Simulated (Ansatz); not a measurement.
Compare A (`FC1C[SiH2][SiH2]1`) with its isomer B (`F[C@H]1C[Si@H]1[SiH3]`).

Isolated molecules relaxed with PBE0-D4/def2-TZVP in Ansatz; ΔE leaves out vibrations. CCSD(T)/CBS is the MP2 limit (def2-TZVPP, def2-QZVPP) plus CCSD(T) − MP2 in def2-TZVPP, frozen cores. DFT in def2-TZVPP. B3LYP here is the variant with VWN-RPA as its local correlation; programs differ in this.

A:

Z-matrix (Å, degrees):
```
C
C 1 1.535
F 1 1.401 2 108.3
Si 1 1.932 2 98.4 3 -111.4
H 1 1.093 2 114.3 3 119.1
Si 2 1.911 1 99.2 3 81.8
H 2 1.093 1 112.7 3 -45.8
H 2 1.096 1 108.8 3 -165.3
H 4 1.485 1 116.5 2 148.9
H 4 1.490 1 110.5 2 -84.8
H 6 1.488 2 116.2 1 144.3
H 6 1.486 2 113.7 1 -88.0
```

B:

```xyz
12

F     0.8107    1.2352   -1.7320
C     0.9286   -0.0679   -1.3185
C     1.5709   -0.2788    0.0328
Si   -0.2256   -0.8136   -0.0416
Si   -1.7600    0.5751    1.0018
H     1.2957   -0.6960   -2.1269
H     2.3954   -0.9813    0.0963
H     1.7446    0.6387    0.5886
H    -0.5105   -2.2611   -0.1882
H    -1.1905    1.9467    1.0208
H    -2.0062    0.1242    2.3975
H    -3.0532    0.5788    0.2693
```

Q: Which is lower in electronic energy at CCSD(T)/CBS, and by how much? (Estimate.)

A: Ansatz gave: A, by 15.2 kcal/mol.

Q: Give E(B) − E(A) in kcal/mol with B2PLYP, CCSD(T)/def2-TZVPP, CCSD/def2-TZVPP, PBE-D4, MP2/def2-TZVPP, HF/def2-TZVPP, B3LYP-D4. (An estimate is asked.)

A: The calculation gave: B2PLYP 13.9, CCSD(T)/def2-TZVPP 14.9, CCSD/def2-TZVPP 15.2, PBE-D4 12.8, MP2/def2-TZVPP 15.1, HF/def2-TZVPP 15.5, B3LYP-D4 13.8. None reverses the order clearly.

Largest T1 diagnostic: 0.013.

The D4 term adds +1.1 kcal/mol with B3LYP and +0.5 kcal/mol with PBE0; it sums over pairs of atoms, weighted by their polarisabilities, and B3LYP, whose exchange is more repulsive, gets the larger term. From PBE to PBE0 (25 % exact exchange), in def2-TZVPP and without D4, E(B) − E(A) moves by +1.5 kcal/mol.
